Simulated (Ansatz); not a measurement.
Consider the redistribution: `CCOB(Cl)Cl` + `CNBCl` → `CNB(Cl)Cl` + `CCOBCl`.

Gas-phase electronic energies from Ansatz, PBE0-D4/def2-TZVP geometries. CCSD(T)/CBS adds triple-zeta CCSD(T) − MP2 to the extrapolated MP2 energy (def2 sets, frozen cores). DFT in def2-TZVPP. B3LYP here is the variant with VWN-RPA as its local correlation; programs differ in this. Each species was taken in one conformer, which may not be the lowest.

Problem. Is it downhill or uphill in electronic energy at CCSD(T)/CBS, and by how much? (Estimate.)

Solution. Computed: Uphill: ΔE = +0.7 kcal/mol.

Problem. What do these levels give: B3LYP-D4, BHLYP-D4, r2SCAN, CCSD(T)/def2-SVP, CCSD/def2-TZVPP, MP2/def2-QZVPP? (Best estimate.)

Solution. Computed: B3LYP-D4 0.9, BHLYP-D4 0.8, r2SCAN 0.9, CCSD(T)/def2-SVP 1.2, CCSD/def2-TZVPP 0.7, MP2/def2-QZVPP 0.7 kcal/mol.

Largest T1 diagnostic among the species: 0.012.

Leaving LDA and LC-ωPBE aside and taking each functional with its dispersion term where it has one, the values, not all of them listed here, spread over 0.4 kcal/mol, from B2PLYP to r2SCAN-D4.
